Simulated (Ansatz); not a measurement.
A nudged elastic band was laid between two geometries of BCl2H2N + H2S (9 atoms, charge 0, multiplicity 1).

Method: RKS PBE0-D4/def2-SVP in Ansatz.

- movable images: 9
- climbing image: yes
- spring: 5.0 eV/Å²
- optimiser: quadratic models (default)
- start path: through a guess of the saddle point
- force threshold: 0.03 eV/Å
- iteration limit: 60
- end points: relaxed

Initial state:

```xyz
9
Properties=species:S:1:pos:R:3
B 0.067 -0.337 0.252
N 0.099 -0.415 1.641
H -0.727 -0.613 2.190
H 0.963 -0.361 2.164
Cl 1.547 -0.085 -0.666
Cl -1.475 -0.496 -0.600
S -1.014 3.157 0.866
H -1.771 2.346 0.097
H -0.601 2.114 1.617
```

Final state:

```xyz
9
Properties=species:S:1:pos:R:3
B -0.185 0.594 0.180
N -0.019 0.189 1.750
H -0.930 0.175 2.213
H 0.411 -0.736 1.838
Cl 1.532 0.516 -0.465
Cl -1.305 -0.701 -0.488
S -0.842 2.358 0.099
H -2.148 2.038 0.216
H 0.574 0.879 2.218
```

**Question.** What changes between the two ends?

**Answer.** Bonds broken: S7–H9. Bonds formed: B1–S7, N2–H9. BCl2H2N + H2S becomes BCl2H4NS.

**Question.** Give the energies along the band, and the barrier.

**Answer.** The forces met the threshold. The highest image is number 4 of 0 to 10, 19.9 kcal/mol above the first end and 28.3 kcal/mol above the last; the last end lies 8.4 kcal/mol below the first. A vibrational analysis at the climbing image gives one clearly imaginary mode, 953i cm⁻¹: a first-order saddle point. The orbitals stay closed-shell, which can raise the energy where a bond breaks towards radicals; this wasn't checked here.

```csv
image,path coordinate (Å),energy (kcal/mol),S7–H9 (Å),B1–S7 (Å),N2–H9 (Å)
0,0.00,0.0,1.35,3.71,2.62
1,0.44,0.3,1.35,3.51,2.48
2,0.89,2.6,1.35,3.10,2.23
3,1.33,11.4,1.37,2.60,1.91
4,1.78,19.9,1.51,2.17,1.51
5,2.17,6.9,1.88,2.02,1.14
6,2.56,-5.0,2.34,1.92,1.03
7,2.94,-7.2,2.66,1.89,1.02
8,3.33,-7.7,2.75,1.89,1.02
9,3.72,-8.2,2.84,1.88,1.02
10,4.11,-8.4,2.95,1.88,1.02
```

**Question.** What is the geometry of the highest image?

**Answer.** 
```xyz
9
Properties=species:S:1:pos:R:3
B -0.106 0.254 0.243
N -0.085 0.070 1.753
H -0.844 -0.502 2.117
H 0.805 -0.262 2.120
Cl 1.522 0.130 -0.520
Cl -1.482 -0.559 -0.597
S -0.525 2.377 0.382
H -1.870 2.250 0.432
H -0.330 1.553 1.633
```

**Question.** What are the harmonic wavenumbers there?

**Answer.** 953i, 142, 183, 203, 262, 324, 430, 441, 495, 597, 617, 785, 825, 1075, 1082, 1299, 1546, 1587, 2715, 3554, 3657 cm⁻¹.

The band took 17 iterations and about 13 core-minutes.

Time of the run: 6.7 min on 2 threads of Arm Neoverse V2, with other jobs on the host, peak memory 0.23 GiB.
